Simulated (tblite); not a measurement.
C6H6N (doublet state).
SMILES: `C#C[C@H]1C=CC[N]1`

Computed with GFN2-xTB (tblite): harmonic, unscaled wavenumbers at the GFN2-xTB geometry, gas phase. Errors from tens to a few hundred cm⁻¹ against measured bands are possible. Open shells enter through the occupations alone, without spin polarisation, and single modes of such species can be off by tens of per cent.

Harmonic wavenumbers (cm⁻¹): 85.5, 138.1, 254.5, 322.9, 433.6, 488.5, 633.4, 651.7, 714.2, 762.4, 784.5, 853.5, 879.8, 914.3, 973.6, 994.0, 1035.4, 1042.3, 1091.3, 1138.9, 1151.4, 1173.0, 1239.2, 1258.6, 1391.1, 1650.1, 2279.2, 2774.3, 2806.2, 2866.1, 3128.6, 3148.6, 3391.1.

A = 6456, B = 2121, C = 1819 MHz; mass 92.050 u (most abundant isotopes); point group C1, symmetry number 1; spin multiplicity 2.

Task: What is the zero-point energy?

Result: ½Σν̃ = 21225 cm⁻¹ = 253.91 kJ/mol.

Task: What is S at 273.15 K and 1 bar for an ideal gas of classical rigid rotors and harmonic oscillators?

Result: Translation 163.44, rotation 111.70, vibration 51.11, spin (R ln 2) 5.76: S = 332.0 J/(mol K).

Task: And Cp and H(273.15 K) − H(0)?

Result: Cp = 102.52 J/(mol K), of which vibrations give 69.26 (their classical limit is 33 R = 274.4); H(273.15 K) − H(0) = 17.24 kJ/mol without the zero-point energy, 8.16 from vibrations.

Task: How do the functions run with temperature in this model?

Result: 
| T (K) | S (J/(mol K)) | Cp (J/(mol K)) | H − H(0) (kJ/mol) | G − H(0) (kJ/mol) | ln q(vib) |
| --- | --- | --- | --- | --- | --- |
| 50 | 227.9 | 41.3 | 1.79 | -9.60 | 0.11 |
| 100 | 260.1 | 52.6 | 4.15 | -21.86 | 0.53 |
| 298.15 | 341.4 | 110.9 | 19.91 | -81.87 | 2.89 |
| 373.15 | 368.9 | 134.8 | 29.14 | -108.50 | 3.94 |
| 500 | 413.1 | 167.8 | 48.43 | -158.14 | 5.84 |
| 750 | 490.1 | 210.7 | 96.23 | -271.33 | 9.69 |
| 1000 | 554.6 | 237.4 | 152.48 | -402.14 | 13.39 |

q(vib) and H(0) count from the zero-point level.

Task: Blend soft modes into free rotors: weight 1/[1 + (100 cm⁻¹/ν̃)⁴] for the oscillator and the rest for a rotor with moment μB/(μ + B), μ = h/(8π²ν), B = 10⁻⁴⁴ kg m². What vibrational entropy results?

Result: 49.17 J/(mol K) in place of 51.11, which changes −T·S at 273.15 K by +0.53 kJ/mol.

Task: What must be added to the electronic energy to get the Gibbs energy at 273.15 K and 1 bar?

Result: ZPE + [H(273.15 K) − H(0)] − T·S = 253.91 + 17.24 − 90.69 = 180.46 kJ/mol.

Task: Which modes carry the vibrational entropy at 273.15 K?

Result: 85.5 cm⁻¹: 15.02; 138.1 cm⁻¹: 11.14; 254.5 cm⁻¹: 6.47; 322.9 cm⁻¹: 4.83; 433.6 cm⁻¹: 3.05; 488.5 cm⁻¹: 2.43 J/(mol K); the other 27 give 8.17 together.

Hindered rotation and anharmonicity are outside this model. The structure is chiral; the term R ln 2 for an equal mix with its mirror image is left out.
